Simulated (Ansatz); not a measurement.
Input file for Ansatz (a first-principles code): U-r2SCAN/def2-TZVPP on ZrIn, 2S+1 = 6, a spin state set in the input, which need not be the lowest, a point of a bond scan (R = 2.798 Å). Elements past Kr take the def2 small-core potentials; no spin–orbit coupling.

Ansatz 0.2 input:
```yaml
crystal:
  periodic: [false, false, false]
  atoms:
    - {symbol: Zr, position_ang: [0.00000000, 0.00000000, 0.00000000]}
    - {symbol: In, position_ang: [0.00000000, 0.00000000, 2.79785000]}
basis:
  gaussian:
    orbitals: def2-TZVPP
    pivot_positions_ang: [[0.00000000, 0.00000000, 0.00000000], [0.00000000, 0.00000000, 2.79785000]]
hamiltonian:
  xc: {name: r2SCAN}
magnetization: {spin_polarized: true, initial_magnetization: 5}
output: {forces: true, orbitals: {seedname: ./end}}
```

The head of its log:

```
WARN ansatz: RAYON_NUM_THREADS=2 ignored (pool sized by the plan → 2); use --threads N
Functional definition: r2SCAN
integrals: 0.03 GiB planned
700 factors; their error is unknown
mean field: 0.40 GiB planned
mean field evaluation 1: about -6450.0228 eV, gradient 2.4e1 eV
mean field evaluation 2: about -6424.0444 eV, gradient 5.3e1 eV
```

Q: What total energy does the run end on?

A: -237.1670 hartree.
